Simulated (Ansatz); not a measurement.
Species: GeNH$_{3}$, charge 0, singlet. GeNH3 (SMILES [GeH][NH2]).
B3LYP-D3(BJ)/def2-TZVP minimum from Ansatz (an electronic-structure program):
```xyz
5

Ge    -0.1463     0.2385     0.3114
H     -0.4817     1.3537    -0.7957
N      0.5270    -0.9169    -0.9367
H      0.5862    -0.7430    -1.9282
H      0.8880    -1.8240    -0.6840
```
Charge 0, spin multiplicity 1.

Total energies in cc-pVTZ, 12 correlated electrons, 15 frozen orbitals. UHF or UKS for unpaired electrons; spin-orbit terms are left out. Cores are frozen in correlated methods (noble-gas shells, and filled d and f shells in the p block). No relativity.

```tsv
method	program	energy (Eh)	minus CCSDT(Q) (mEh)
HF	Ansatz	-2131.61513	358.84
MP2	Ansatz	-2131.93607	37.89
CCSD	Ansatz	-2131.95891	15.05
CCSD(T)	Ansatz	-2131.97251	1.45
CCSDT(Q)	Ansatz	-2131.97397	0.00
```

Rough core times of Ansatz's runs on a shared machine: CCSD(T) under 20 s, CCSDT(Q) 6 min.
